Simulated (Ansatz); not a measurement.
Mulliken charges of FH2HfIO2, SMILES `[OH][Hf]([OH])([F])[I]` from B3LYP/def2-TZVPP in Ansatz (PBE0-D4/def2-TZVP geometry).

```
atom   x (Å)   y (Å)   z (Å)  charge (e)
  O1   0.257   1.128   1.236      -0.430
 Hf2  -0.060  -0.397   0.150       1.107
  O3   0.406  -0.066  -1.662      -0.430
  F4   1.021  -1.827   0.795      -0.349
  I5  -2.709  -1.094   0.301      -0.272
  H6   0.465   1.956   1.657       0.187
  H7   0.680   0.233  -2.523       0.187
```

By hand: the dipole of these point charges (1 e Å = 4.8032 D).

Σ q r = (0.243, 0.448, -0.172) e Å, of length 0.538 e Å = 2.58 D.

How does the dipole of the full density compare? (Estimate.)

Computed: (0.364, 0.649, -0.249) e Å, 3.77 D; the point charges give 0.68 times that, at 1° from its direction.

Point charges leave out the atoms' own dipoles, such as those of lone pairs, and Mulliken's split depends on the basis, so the two needn't agree.

B3LYP here is the variant with VWN-RPA as its local correlation; programs differ in this.
